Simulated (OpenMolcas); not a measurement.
Cl2+: input and output

Input:

```
&GATEWAY
Coord
1

Cl 0.0 0.0 0.0
Basis=ANO-RCC-VQZP
Group=XYZ
NoMove
AngMom=0.0 0.0 0.0
AMFI
&SEWARD
* reference wave functions (RASSCF and RASSI steps not shown): 5 electrons in 8 orbitals (3s 3p 4s 4p)
>>> COPY JOB001 $Project.JobIph
&CASPT2
Multistate=1 1
Frozen=1 0
IPEA=0.25
Imaginary=0.1
MaxIter=60
WThr=0.0 0.3 0.05
PrWF=0.5
NoMix
>>> COPY JOB002 $Project.JobIph
&CASPT2
Multistate=11 1 2 3 4 5 6 7 8 9 10 11
Frozen=1 0
IPEA=0.25
Imaginary=0.1
MaxIter=60
WThr=0.0 0.3 0.05
PrWF=0.5
NoMix
>>> COPY JOB003 $Project.JobIph
&CASPT2
Multistate=3 1 2 3
Frozen=1 0
IPEA=0.25
Imaginary=0.1
MaxIter=60
WThr=0.0 0.3 0.05
PrWF=0.5
NoMix
...
```

Output, cut to the results:

```
--- CASPT2 ---
Orbital specifications:
      -----------------------

      Symmetry species                           1   2
                                                ag  au
      Frozen orbitals                            1   0
      Inactive orbitals                          1   3
      Active orbitals                            2   6
      Secondary orbitals                        26  20
      Deleted orbitals                           0   0
      Number of basis functions                 30  29
Type of calculation                        SS-CASPT2
      Fock operator                              state-specific
      IPEA shift                                 0.25
      Real shift                                 0.00
      Imaginary shift                            0.10
      The input orbitals will be transformed to quasi-canonical
Reference energy:        -459.6506894465
      E2 (Non-variational):      -0.1462364786
      Shift correction:          -0.0001775554
      E2 (Variational):          -0.1464140340
      Total energy:            -459.7971034805
      Residual norm:              0.0000002725
      Reference weight:           0.96007
      Contributions to the CASPT2 correlation energy
      Active & Virtual Only:         -0.0979299693
      One Inactive Excited:          -0.0183182034
      Two Inactive Excited:          -0.0299883059
::    CASPT2 Root  1     Total energy:   -459.79710348
--- CASPT2 ---
Orbital specifications:
      -----------------------

      Symmetry species                           1   2
                                                ag  au
      Frozen orbitals                            1   0
      Inactive orbitals                          1   3
      Active orbitals                            2   6
      Secondary orbitals                        26  20
      Deleted orbitals                           0   0
      Number of basis functions                 30  29
Type of calculation                        MS-CASPT2
      Fock operator                              state-specific
      IPEA shift                                 0.25
      Real shift                                 0.00
      Imaginary shift                            0.10
      The input orbitals will be transformed to quasi-canonical
Reference energy:        -459.5485426028
      E2 (Non-variational):      -0.1627112614
      Shift correction:          -0.0002116578
      E2 (Variational):          -0.1629229192
      Total energy:            -459.7114655220
      Residual norm:              0.0000002156
      Reference weight:           0.95391
      Contributions to the CASPT2 correlation energy
      Active & Virtual Only:         -0.1144289089
      One Inactive Excited:          -0.0178583684
      Two Inactive Excited:          -0.0304239841
Reference energy:        -459.5485426028
      E2 (Non-variational):      -0.1625632168
      Shift correction:          -0.0002110651
      E2 (Variational):          -0.1627742818
      Total energy:            -459.7113168846
      Residual norm:              0.0000002158
      Reference weight:           0.95400
      Contributions to the CASPT2 correlation energy
      Active & Virtual Only:         -0.1142831200
      One Inactive Excited:          -0.0178561631
      Two Inactive Excited:          -0.0304239337
::    CASPT2 Root  1     Total energy:   -459.71146552
::    CASPT2 Root  2     Total energy:   -459.71131688
::    CASPT2 Root  3     Total energy:   -459.71094089
::    CASPT2 Root  4     Total energy:   -459.71119995
::    CASPT2 Root  5     Total energy:   -459.71137244
::    CASPT2 Root  6     Total energy:   -459.65850402
::    CASPT2 Root  7     Total energy:   -459.65852362
::    CASPT2 Root  8     Total energy:   -459.65850280
::    CASPT2 Root  9     Total energy:   -458.60098394
::    CASPT2 Root 10     Total energy:   -458.60098167
::    CASPT2 Root 11     Total energy:   -458.60098382
::    MS-CASPT2 Root  1     Total energy:   -459.71244113
::    MS-CASPT2 Root  2     Total energy:   -459.71182154
::    MS-CASPT2 Root  3     Total energy:   -459.71162949
::    MS-CASPT2 Root  4     Total energy:   -459.71029089
::    MS-CASPT2 Root  5     Total energy:   -459.71011263
::    MS-CASPT2 Root  6     Total energy:   -459.65857019
::    MS-CASPT2 Root  7     Total energy:   -459.65855138
::    MS-CASPT2 Root  8     Total energy:   -459.65855023
::    MS-CASPT2 Root  9     Total energy:   -458.60093722
::    MS-CASPT2 Root 10     Total energy:   -458.60093642
::    MS-CASPT2 Root 11     Total energy:   -458.60093442
--- CASPT2 ---
Orbital specifications:
      -----------------------

      Symmetry species                           1   2
                                                ag  au
      Frozen orbitals                            1   0
      Inactive orbitals                          1   3
      Active orbitals                            2   6
      Secondary orbitals                        26  20
      Deleted orbitals                           0   0
      Number of basis functions                 30  29
Type of calculation                        MS-CASPT2
      Fock operator                              state-specific
      IPEA shift                                 0.25
      Real shift                                 0.00
      Imaginary shift                            0.10
      The input orbitals will be transformed to quasi-canonical
Reference energy:        -459.1666511204
      E2 (Non-variational):      -0.1632006325
      Shift correction:          -0.0009978099
      E2 (Variational):          -0.1641984424
      Total energy:            -459.3308495628
      Residual norm:              0.0000009792
      Reference weight:           0.92087
      Contributions to the CASPT2 correlation energy
      Active & Virtual Only:         -0.1166514723
      One Inactive Excited:          -0.0168636976
      Two Inactive Excited:          -0.0296854626
Reference energy:        -459.1666511204
...
```

Levels above the lowest, from the spin-orbit matrix with the single-state CASPT2 energies, averaged by term, on its diagonal:

| Configuration | Term | J | E (cm-1) | Measured (cm-1) | Term weight % |
| --- | --- | --- | --- | --- | --- |
| 3s2 3p3 | 4S* | 3/2 | 0.0 | 0.0 | 100 |
| 3s2 3p3 | 2D* | 3/2 | 18800 | 18053 | 100 |
| 3s2 3p3 | 2D* | 5/2 | 18860 | 18120 | 100 |
| 3s2 3p3 | 2P* | 1/2 | 30440 | 29812 | 100 |
| 3s2 3p3 | 2P* | 3/2 | 30500 | 29907 | 99 |
| 3s 3p4 | 4P | 5/2 | 102020 | 98520 | 100 |
| 3s 3p4 | 4P | 3/2 | 102570 | 99130 | 100 |
| 3s 3p4 | 4P | 1/2 | 102890 | 99475 | 100 |
| 3s 3p4 | 2D | 3/2 | 131390 |  | 100 |
| 3s 3p4 | 2D | 5/2 | 131470 |  | 100 |

Against the 7 measured excited levels shown (Moore, Atomic Energy Levels, vol. I, NSRDS-NBS 35 (1971 reprint of NBS Circular 467, 1949)) the mean absolute deviation is 1900 cm-1; the largest miss in energy is 3s 3p4 4P 5/2: computed 102020, measured 98520 cm-1 (+3.5 %).

CASPT2 breaks the degeneracy within a term, and the mean is taken; among the terms shown or strongly mixed into the levels shown the widest spread is 1600 cm-1 (3s 3p4 2D). Over all roots computed the reference weight is 0.85 to 0.96; the roots of lowest weight are the least certain, and an intruder state may touch them. Active for correlation alone: 4p 4s; no level in the range computed is led by a configuration that fills them, so any true level of that kind is missing. Terms of s pⁿ other than that of highest spin mix with s² pⁿ⁻² d, which this space lacks; all of them can be thousands of cm-1 off, and some have no real level of that name. Measured partners are found by configuration, term and J. A level has none where our copy of the source lacks it or the pairing is in doubt (some pairs that miss far off the trend of their configuration count as doubtful), and it then counts in no deviation. Only configurations of the active space appear. The first state left out of the spin-orbit step lies near 190000 cm-1 above the lowest spin-free state of the reference (among the parities and spins computed), and the list stops at four fifths of that energy or lower.

The term weight is that of the spin-free term in the level, not the purity of its configuration. * marks odd parity.
